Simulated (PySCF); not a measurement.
Species: C3H7FSi.
Numbering: `[F:1][CH2:2][SiH:3]1[CH2:4][CH2:5]1` (hydrogens: H6, H7 on C2; H8 on Si3; H9, H10 on C4; H11, H12 on C5)

Method: PySCF, PBE0-D3(BJ)/def2-SVP geometry optimisation, gas phase; density fitting, grid level 1; the optimiser is geomeTRIC in internal coordinates, started from a GFN2-xTB structure with every atom displaced at random (about 0.01 Å).

Step 0: E = -13801.6077 eV
```
atom  x, y, z in Å  |  force x, y, z in eV/Å
F1      1.4602    1.2371   -1.2167   -0.626   0.394  -0.895
C2      1.7483    0.6665   -0.0171   -0.230   0.173   0.326
Si3     0.2375   -0.3048    0.6687    0.452   0.862  -0.655
C4     -0.9575   -0.9804   -0.5487   -1.102  -1.044   1.429
C5     -1.4689    0.2685    0.1852    0.399  -0.404   0.561
H6      2.6101    0.0310   -0.2021    0.485  -0.597   0.322
H7      2.0754    1.4826    0.6501   -0.023  -0.152   0.330
H8      0.5682   -0.9234    1.9469   -0.067  -0.332   0.479
H9     -0.8332   -0.8760   -1.5908    0.452   0.176  -1.557
H10    -1.5317   -1.9031   -0.3105    0.403   0.320  -0.097
H11    -1.6085    1.1507   -0.4082    0.095   0.764  -0.482
H12    -2.2940    0.1367    0.8797   -0.237  -0.159   0.239
```

Step 1: E = -13801.7170 eV
```
atom  x, y, z in Å  |  force x, y, z in eV/Å
F1      1.4481    1.3940   -1.1944    0.013  -0.102   0.169
C2      1.7567    0.7197   -0.0309   -0.023  -0.314  -0.182
Si3     0.2721   -0.2938    0.5817   -0.284   0.023   0.280
C4     -1.0202   -1.0288   -0.5272    0.330   0.252  -0.602
C5     -1.4492    0.2683    0.1843    0.069   0.161  -0.130
H6      2.6013    0.0277   -0.2145    0.041   0.165  -0.057
H7      2.0778    1.4362    0.7417    0.014   0.089   0.035
H8      0.4872   -0.9681    1.8898    0.153   0.028  -0.018
H9     -0.9109   -0.9818   -1.6247   -0.032   0.016   0.266
H10    -1.4820   -1.9598   -0.2055   -0.174  -0.197   0.136
H11    -1.5013    1.1551   -0.4639   -0.078  -0.113   0.030
H12    -2.2736    0.2169    0.9000   -0.031  -0.008   0.073
```

Question: Estimate the geometry and energy of step 2. (The exact step hangs on the optimiser's Hessian estimate; all steps are aligned on step 1, rigid shifts and turns removed.)

Answer: E = -13801.7403 eV, largest force 0.189 eV/Å
```
atom  x, y, z in Å  |  force x, y, z in eV/Å
F1      1.4034    1.3457   -1.1978   -0.070   0.001  -0.034
C2      1.7431    0.6968   -0.0330    0.077  -0.099   0.030
Si3     0.2645   -0.2964    0.6194   -0.175   0.012   0.071
C4     -0.9962   -1.0114   -0.5370    0.028  -0.101  -0.040
C5     -1.4467    0.2733    0.1903    0.065   0.083  -0.109
H6      2.6023    0.0295   -0.2287    0.016   0.039   0.006
H7      2.0679    1.4399    0.7164    0.021   0.020   0.009
H8      0.4963   -0.9680    1.9258    0.086   0.006  -0.029
H9     -0.8709   -0.9452   -1.6247    0.034   0.028   0.054
H10    -1.4757   -1.9502   -0.2338   -0.044   0.049   0.002
H11    -1.4996    1.1576   -0.4563   -0.043   0.012   0.037
H12    -2.2823    0.2141    0.8956    0.005  -0.051   0.004
```

The energy changes by -0.0232 eV. The first-order estimate −F·Δx gives -0.0362 eV and the mean of the old and new forces, exact on a quadratic surface, -0.0230 eV. The step makes an angle of 74° with the force vector and moves no atom by more than 0.066 Å.

The cost below is that of the whole optimisation. On one thread, Intel Xeon 6975P-C (x86_64), shared host with 192 logical CPUs at a one-minute load of 39, this took 26 s and 0.46 GiB of memory at its peak.
